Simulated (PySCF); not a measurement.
Working out the ionisation energy of Mg⁺

Mg⁺ [Ne] 3s1 (2S) → Mg²⁺ [Ne] (1S). All numbers are calculated (PySCF 2.14, scalar relativity by spin-free X2C-1e, in ANO-RCC-VTZP (5s4p2d1f, 34 functions)). Frozen: 1s2. Energies in hartree (1 hartree = 27.21139 eV):

```json
{"part": "UHF", "Mg⁺ (lower)": "-199.676792", "Mg²⁺ (upper)": "-199.135240"}
{"part": "MP2 opposite-spin", "Mg⁺ (lower)": "-0.171242", "Mg²⁺ (upper)": "-0.168377"}
{"part": "MP2 same-spin", "Mg⁺ (lower)": "-0.065513", "Mg²⁺ (upper)": "-0.062647"}
```

Question: What does Hartree-Fock give?

Answer: (-199.135240) − (-199.676792) = 0.541552 hartree = 14.736 eV.

Question: What do MP2 and SCS-MP2 (6/5 opposite-spin, 1/3 same-spin) give?

Answer: The opposite-spin parts differ by 0.078 eV and the same-spin parts by 0.078 eV. MP2: 14.736 + (0.078) + (0.078) = 14.892 eV. SCS-MP2: 14.736 + 1.2 × (0.078) + (0.078)/3 = 14.856 eV.

Measured between the centres of the two terms (NIST): 15.035 eV, so MP2 (valence and next inner shell) is off by -0.143 eV.

What remains against the reference includes basis incompleteness, the frozen core and correlation beyond second order.
